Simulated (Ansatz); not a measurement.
Be₄F₆⁺, relaxed as a doublet with UKS r2SCAN-D4/def2-SVP in Ansatz, starting from the GFN1-xTB geometry. Force threshold 0.02 eV/Å.

The relaxation made no stability test and no search for a lower SCF solution. Another isomer (doublet) lies 0.39 eV lower at PBE0-D4/def2-TZVP; other spin states weren't run for this one.

Start:

```csv
atom,x (Å),y (Å),z (Å)
Be1,-0.608,1.920,-0.788
Be2,-1.960,-0.333,0.320
Be3,1.843,0.253,-0.258
Be4,-0.217,-1.496,0.642
F5,-1.268,-1.468,-0.487
F6,3.194,0.466,-0.441
F7,-1.709,1.039,-0.272
F8,1.124,-0.991,0.321
F9,-1.091,-0.634,1.574
F10,0.692,1.244,-0.612
```

Q: Estimate the energy that the relaxation releases and the steps that it takes.

A: 14.7 kcal/mol, in 9 steps; 13 s on 4 threads of Intel Xeon 6975P-C on a shared host. No frequencies were taken in this run, so the end may be a saddle point.

Q: Does the start keep its bonding?

A: By distances, no bond broke or formed. The bond that changes most is Be1–F7, from 1.50 to 1.68 Å (atoms count from 1).

Q: Predict the relaxed structure.

A: 
```xyz
10

Be   -0.593    2.048   -0.803
Be   -1.842   -0.173    0.225
Be    1.852    0.179   -0.230
Be   -0.112   -1.461    0.621
F    -1.214   -1.431   -0.517
F     3.147    0.592   -0.507
F    -1.963    1.192   -0.337
F     1.338   -1.236    0.405
F    -1.041   -0.567    1.540
F     0.429    0.856   -0.397
```
Bond lengths (bridged metal pairs left out): 11 × Be–F 1.39 to 1.68 Å.
